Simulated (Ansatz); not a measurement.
Species: CH$_{2}$Cl$_{3}$Sn (charge 0, doublet). It need not be the lowest isomer of its formula. 
Coordinates optimised at B3LYP-D3(BJ)/def2-TZVP (Ansatz, a program for electronic structure):
```xyz
7

C     -1.2648    -1.7081    -0.9618
Sn    -0.1295    -0.1750    -0.0979
Cl     0.1827     1.5663    -1.6070
Cl    -1.1353     0.7328     1.7960
Cl     1.9638    -0.9334     0.5782
H     -1.2984    -2.6911    -0.5119
H     -1.8292    -1.5248    -1.8661
```
Charge 0, spin multiplicity 2.

Property: atomisation energy (electronic, to ground-state atoms), in eV. Valence correlation only, unless marked. Open shells are spin-unrestricted. Spin-orbit coupling is left out. Frozen are the shells of the preceding noble gas and the d and f shells that filled before the atom's block. In def2 rows, elements after Kr have scalar-relativistic effective core potentials. The coupled-cluster limit lacks core correlation, which all-electron functionals hold. CBS marks a two-point X^-3 extrapolation of the correlation energy; Hartree-Fock from the larger set. [CCSD(T)-MP2]/basis is that difference in the basis named.

```tsv
level	program	atomisation energy (eV)
PBE/def2-TZVPD	Ansatz	(withheld)
B3LYP/def2-TZVPD	Ansatz	20.83
PBE0/def2-QZVPP	Ansatz	(withheld)
BHLYP/def2-TZVPD	Ansatz	(withheld)
CAM-B3LYP/def2-TZVPD	Ansatz	21.06
B2PLYP/def2-TZVPD	Ansatz	21.04
RPA@PBE/def2-QZVPP	Ansatz	19.68
RI-MP2/CBS(def2-TZVPP,def2-QZVPP)+[CCSD(T)-MP2]/def2-TZVPP	Ansatz	(withheld)
```

Task: Fill in the missing entries.

Result: 
- PBE/def2-TZVPD, atomisation energy (eV): 21.78
- PBE0/def2-QZVPP, atomisation energy (eV): 21.56
- BHLYP/def2-TZVPD, atomisation energy (eV): 20.42
- RI-MP2/CBS(def2-TZVPP,def2-QZVPP)+[CCSD(T)-MP2]/def2-TZVPP, atomisation energy (eV): 21.71
